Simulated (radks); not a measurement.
Question: All-electron atom: Cs2+ in [Kr] 4d10 5s2 5p5. Method: non-relativistic Kohn-Sham, LDA (Slater exchange, Perdew-Wang correlation), spin-unpolarised, spherical densities, point nucleus; relativity is left out, which matters for an element this heavy; computed with a radial shooting solver on a logarithmic mesh with Libxc functionals. Some entries of the table are withheld. Estimate them.

orbital  occ.  eigenvalue (hartree)  <r> (bohr)  r(max) (bohr)
1s          2             -1257.366         (1)        0.01832
2s          2                   (2)      0.1188         0.1010
2p          6             -181.6197      0.1010        0.07883
3s          2             -40.47317      0.3137         0.2865
3p          6                   (3)         (4)         0.2729
3d         10             -27.04031      0.2741            (5)
4s          2              -8.07251      0.7250         0.6702
4p          6              -6.38543      0.7523         0.6847
4d         10              -3.46284      0.8309         0.7180
5s          2              -1.48966         (6)          1.590
5p          5              -1.05946       2.003          1.762

Answer: 
(1) 1s <r> (bohr): 0.02765
(2) 2s eigenvalue (hartree): -192.6057
(3) 3p eigenvalue (hartree): -35.78815
(4) 3p <r> (bohr): 0.3037
(5) 3d r(max) (bohr): 0.2210
(6) 5s <r> (bohr): 1.769
